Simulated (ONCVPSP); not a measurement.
C: one change to an ONCV potential, before and after

* Element: carbon
* Generator: ONCVPSP 4.0.1
* Type: optimised norm-conserving Vanderbilt (ONCV)
* Functional: PBE
* Relativity: scalar-relativistic
* Frozen core: [He]
* Valence charge: 4
* Reference configuration: 2s2 2p2
* Partial waves: 2s: rc 1.30 bohr, ncon 4, nbas 8, qcut 4.7 1/bohr, 2 projectors, debl 2.3 Ha; 2p: rc 3.05 bohr, ncon 3, nbas 7, qcut 4.1 1/bohr, 2 projectors, debl 1.1 Ha
* Local potential: polynomial inside 1.15 bohr (lpopt 5, dvloc0 1 Ha)
* Core correction: polynomial model core, fcfact 0.7

Change: s: nbas 7.

Cutoffs: the cutoffs (Ha) at which the residual kinetic energy of the hardest occupied pseudo-wave falls to 1 and 0.1 mHa per electron; they do not see the model core or the augmentation charge, which bear on the density cutoff. Errors are all-electron minus pseudo energies relative to the spin-unpolarised reference configuration.

Problem. Predict the effect on cutoff, ghosts and configuration errors.

Solution. The potential gets neither clearly harder nor softer (28 Ha and 95 Ha → 32 Ha and 67 Ha); the errors of the 4 common tests hardly move; neither file shows a bound ghost.

| quantity | base | changed |
| --- | --- | --- |
| cutoff, loose | 28 Ha | 32 Ha |
| cutoff, tight | 95 Ha | 67 Ha |
| loose cutoff by channel | s 28 Ha, p 6.1 Ha | s 32 Ha, p 6.1 Ha |
| bound ghosts | none | none |
| GHOST(+) flags under 300 eV | none | none |
| error for 2s2 2p1, meV [ΔE 10.86 eV] | +256 | +256 |
| error for 2s2 2p0, meV [ΔE 35.02 eV] | +1763 | +1761 |
| error for 2s1 2p0, meV [ΔE 83.21 eV] | +3238 | +3238 |
| error for 2s2 2p1.5, meV [ΔE 3.96 eV] | +44 | +44 |
| s: phases at 1.32 bohr within 0.05 rad from the reference energy up to (Ha; the scan ends near 5) | to the end of the scan | to the end of the scan |
| p: phases at 3.09 bohr within 0.05 rad from the reference energy up to (Ha; the scan ends near 5) | 2.2 | 2.2 |
| rms error of d²Exc/dni dnj with the model core, mHa | 1.24 | 1.19 |
